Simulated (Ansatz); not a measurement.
```yaml
crystal:
  periodic: [false, false, false]
  atoms:
    - {symbol: F, position_ang: [-1.018277, -0.181871, 1.820923]}
    - {symbol: Zr, position_ang: [0.098613, -0.193364, 0.004935]}
    - {symbol: F, position_ang: [1.831293, -1.000632, 0.006020]}
    - {symbol: F, position_ang: [-1.039770, -0.720061, -1.460411]}
    - {symbol: F, position_ang: [0.341842, 1.860712, -0.283673]}
basis:
  gaussian: {orbitals: x2c-TZVPPall}
magnetization: {spin_polarized: true, initial_magnetization: 0}
hamiltonian: {xc: {name: PBE}, dispersion: d3bjatm}
output: {forces: true}
```

```sh
$ ansatz run in.yaml --threads 4 --pin off --events-out ev --progress --plain --max-ram 10444MiB
```

Shortened log:

```
Functional definition: PBE
1163 factors; their error is unknown
mean field evaluation 1: about -108778.7383 eV, gradient 5.8e1 eV
mean field evaluation 2: about -108502.9537 eV, gradient 2.9e2 eV
mean field evaluation 4: about -108784.9845 eV, gradient 3.5e1 eV
mean field evaluation 8: about -108788.6360 eV, gradient 1.6e-1 eV
mean field evaluation 16: about -108788.6257 eV, gradient 5.3e-4 eV
mean field -108788.62569013 eV, -3997.9082545333 hartree, gradient 5.0e-5 eV, S^2 0.000000; 0 other end points of the search recorded, 0 dependent functions left out
reference -108788.62577636 eV, -3997.9082577021 hartree; 38, 38 occupied and 165, 165 virtual orbitals, 1163 factors
Total energy: -108788.68787647 eV, -3997.9105398391 hartree
Relativity: scalar
Atom 0 at    -1.018277    -0.181871     1.820923 Å, force     1.871249    -0.325665    -2.825994 eV/Å
Atom 1 at     0.098613    -0.193364     0.004935 Å, force    -1.856327     3.476381     1.685322 eV/Å
Atom 2 at     1.831293    -1.000632     0.006020 Å, force    -0.523710     0.037462     0.013469 eV/Å
Atom 3 at    -1.039770    -0.720061    -1.460411 Å, force     0.724155     0.023662     0.763756 eV/Å
Atom 4 at     0.341842     1.860712    -0.283673 Å, force    -0.215367    -3.211840     0.363447 eV/Å
Dipole moment:     0.182348    -0.402914    -0.140605 e Å
```

Hardware: 4 threads of an Arm Neoverse V2 on a shared host. Wall time 3.4 s, peak host memory 0.32 GiB.
